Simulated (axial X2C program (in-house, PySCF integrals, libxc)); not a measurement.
# TaH: from the spin-free to the two-component result

All values were computed with an axial X2C code built on PySCF integrals. Spin-free means the one-electron spin-free X2C Hamiltonian; two-component (2c) means X2C with spin–orbit coupling and atomic mean-field two-electron Coulomb and Gaunt terms, so the difference of the two also holds small scalar two-electron terms. Basis: Ta dyall-cv3z [13s14p9d7f4g], H dyall-v3z [6s2p1d] (cores contracted in-house); Gaussian nuclei, density fitting, unrestricted open shells. Masses: Ta 180.948 u, H 1.008 u.

Spin-free state: M_S = 2, Λ = 2 (beyond evenly filled blocks: σα, π+α, π-α, δ+α); fragments Ta + H.

| level | Re (Å) | ωe (cm⁻¹) | De (eV) | μ (D) |
| --- | --- | --- | --- | --- |
| PBE0 | 1.763 | 1793.3 | 2.717 | -1.90 |
| HF | 1.826 | 1687.8 | 2.177 | -1.87 |
| MP2 | 1.760 | 1824.1 | 2.196 | n/a |
| CCSD | 1.781 | 1768.8 | 2.361 | n/a |
| CCSD(T) | 1.777 | 1773.1 | 2.281 | n/a |
| BLYP | 1.776 | 1731.2 | 2.424 | -1.70 |

Correlated methods: 14 electrons correlated (number of frozen shells: Ta 4 s, 3 p, 2 d, 1 f; H none), 248 virtual spin orbitals or spinors in MP2, 110 natural virtuals in coupled cluster.

Dipoles are positive if H is the positive end.

Two-component determinant lowest at the distance of the search:

Ω = 1 (⟨Sz⟩ = 1.98, ⟨Lz⟩ = -0.98 at HF); fragments Ta + H.

| level | Re (Å) | ωe (cm⁻¹) | De (eV) | μ (D) |
| --- | --- | --- | --- | --- |
| PBE0 | 1.772 | 1802.5 | n/a | -2.10 |
| HF | 1.820 | 1739.6 | n/a | -2.35 |
| MP2 | 1.771 | 1835.1 | n/a | n/a |
| CCSD | 1.791 | 1771.6 | n/a | n/a |
| CCSD(T) | 1.791 | 1763.9 | 1.923 | n/a |
| BLYP | 1.781 | 1745.8 | n/a | -1.84 |

(1) From the two tables, how do the constants change at the CCSD(T) level (2c against spin-free)?

The state is a single determinant with fixed occupations, the lowest that a limited PBE0 search found. Dissociation energies refer to the lowest single-determinant-based atoms at the same level and basis. De is not given where an atomic determinant may have missed its ground term or J level, or where the truncated virtual space spoils (T). Density functionals use the spin component along the axis (collinear). Coupled cluster ran in a truncated set of natural virtual spinors; the MP2 energy of the rest was added. (T) has no such correction and the atoms are truncated less, which lowers De at CCSD(T) by a hundredth of an eV or more. Other states lie close and PBE0, whose exact exchange favours high spin, may order them wrongly; the determinant shown need not be the ground state. The nearest other spin-free determinant of the search, M_S = 2, Λ = 1, lies 0.03 eV up at the distance of the search. The functionals have no current-density term, which raises determinants with orbital currents, atoms included. With several unpaired electrons one determinant need not be a pure state. Open-shell Ω = 0 determinants with evenly filled partner blocks cannot be reached by this program, so the Ω shown need not be the lowest component. At some level and bond length an empty orbital lies below a filled one.

Results:

(1) At the CCSD(T) level Re increases by 0.014 Å and ωe drops by 9.2 cm⁻¹; De changes by -0.358 eV. The two determinants differ in configuration, so these shifts compare two states and are not the spin–orbit effect on one state.
